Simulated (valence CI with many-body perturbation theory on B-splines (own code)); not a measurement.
## Questions on Pb⁷⁵⁺

Method: relativistic CI+MBPT: five valence electrons over a frozen Dirac-Fock core [He], radial functions for each j: 9 s, 9 p, 8 d, 6 f, 3 g, 1 h, with the one-electron correlation potential Σ1, the two-electron term Σ2, the three-electron term Σ3, Breit, model QED; selected CI, second order for the rest (own B-spline code, finite nucleus).

No measured spectrum was set against this ion. As an estimate, large intervals hold to a few tenths of a per cent, small ones and those within an open d or f shell to about a per cent. Among the levels kept, up to 1100 cm⁻¹ of a level comes from second order outside the variational space, and about a tenth of that is noise between levels of different J, which matters for small intervals.

Levels are named by their leading jj configuration (3d3/2^4 stands for four electrons in 3d with j = 3/2), which in mixed levels can hold well under half, so a name can repeat and another be missing.

Rates and lifetimes use the calculated energies. Strong lines usually hold to 10 to 20 %, long lifetimes can be off by a factor of two.

Q: What is the ground level?

A: (2s^2 2p1/2^2 2p3/2) J=3/2, composition 49 % 2s²2p³ ²P° + 27 % 2s²2p³ ²D° + 23 % 2s²2p³ ⁴S°, g = 1.299.

Q: What are the static dipole polarisabilities of the lowest levels?

A: (2s^2 2p1/2^2 2p3/2) J=3/2 3.69e-05 (tensor 6.8e-06) bohr³, of which the core gives 1.32e-07.

Q: Name the longest-lived excited levels whose lifetime is computed, and their main decay.

A: (2s^2 2p1/2 2p3/2^2) J=5/2 at 2276 eV lives 55.3 ps, mostly by M1 to (2s^2 2p1/2^2 2p3/2) J=3/2; (2s^2 2p1/2 2p3/2^2) J=1/2 at 2339 eV lives 17.7 ps, mostly by M1 to (2s^2 2p1/2^2 2p3/2) J=3/2; (2s^2 2p1/2 2p3/2^2) J=3/2 at 2253 eV lives 9.64 ps, mostly by M1 to (2s^2 2p1/2^2 2p3/2) J=3/2.

Q: What is the ionisation energy?

A: 20756 eV; NIST lists 20750 ± 100 eV (theoretical).

Q: Among levels below 14565 eV, which E1 lines absorb most strongly from the ground level?

A: to (2s^2 2p1/2^2 3d5/2) J=5/2 at 0.1042 nm, f = 0.548; to (2s^2 2p1/2 2p3/2 3d3/2) J=5/2 at 0.08836 nm, f = 0.497; to (2s^2 2p1/2 2p3/2 3d3/2) J=3/2 at 0.08833 nm, f = 0.297.
